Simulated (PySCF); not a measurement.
B3LYP has the VWN-RPA correlation part, as in Gaussian. 

Cartesian coordinates (Å):
```xyz
11

Zn    -0.4924    -0.3429     0.0171
F      0.0089     1.2503    -0.4856
N     -0.8869    -1.9886     0.6756
C     -0.4518    -3.1815    -0.0323
C     -2.1015    -2.1929     1.4478
H     -0.2689    -4.0118     0.6850
H     -1.1909    -3.5597    -0.7782
H      0.4977    -2.9970    -0.5665
H     -2.9858    -2.4835     0.8319
H     -1.9528    -3.0034     2.1951
H     -2.3698    -1.2787     2.0074
```
Charge 0, spin multiplicity 1.

Question: Estimate the dipole moment, HOMO–LUMO gap, charge on the central atom (Mulliken), HOMO, LUMO, total energy and charge on the central atom (meta-Löwdin) that B3LYP-D3(BJ)/def2-TZVP // TPSS-D3(BJ)/def2-SVP (PySCF) returns for this input.

Answer: 
- dipole moment: 2.53 D
- HOMO–LUMO gap: 4.72 eV
- charge on the central atom (Mulliken): 0.54 e
- HOMO: -6.04 eV
- LUMO: -1.31 eV
- total energy: -54803.70 eV
- charge on the central atom (meta-Löwdin): 1.25 e
